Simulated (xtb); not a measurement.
CF₂, SMILES F[C]F (connectivity only; charge and spin as stated), neutral, multiplicity 1. All values are semi-empirical tight-binding results from xtb (GFN2-xTB unless named), good for trends rather than for accurate numbers. Geometry optimised at GFN2-xTB. The isomer is the one that the SMILES or the coordinates give; other isomers of the formula were not compared.

Optimised geometry:

Bonded distances (Å): F1–C2 1.302, C2–F3 1.302. Bond angles (°): F1–C2–F3 105.5.
Charge 0, spin multiplicity 1.

**Question.** Estimate the properties. (The exact figures need the calculation; the answer reports its results.)

**Answer.** 
The point group as xtb finds it comes out as C2v, the orbital gap is 2.59 eV and the dipole moment comes out as 0.41 D. The zero-point energy is 4.3 kcal/mol and the G − E(el) at 298.15 K (modified RRHO) comes out as -10.4 kcal/mol. The static polarisability (D4 model) comes out as 16.2 bohr³. The solvation energy, GFN2-xTB/ALPB(water) comes out as 1.7 kcal/mol and the solvation energy, GFN2-xTB/ALPB(ether) comes out as 0.1 kcal/mol.

Computed IR lines (harmonic; lines under 4 % of the strongest left out, lines within 3 cm⁻¹ merged):
ν (cm⁻¹): 1132 (vs), 1294 (w) (against the strongest line: vs over 80 %, s over 45 %, m over 15 %, w over 4 %, vw less)

**Question.** Give the atomic charges and the Wiberg bond orders between heavy atoms. (Estimate from the structure and the level; the computed values follow.)

**Answer.** charges (e) F1 -0.07, C2 0.15, F3 -0.07. Bond orders F1–C2 1.27, C2–F3 1.27.
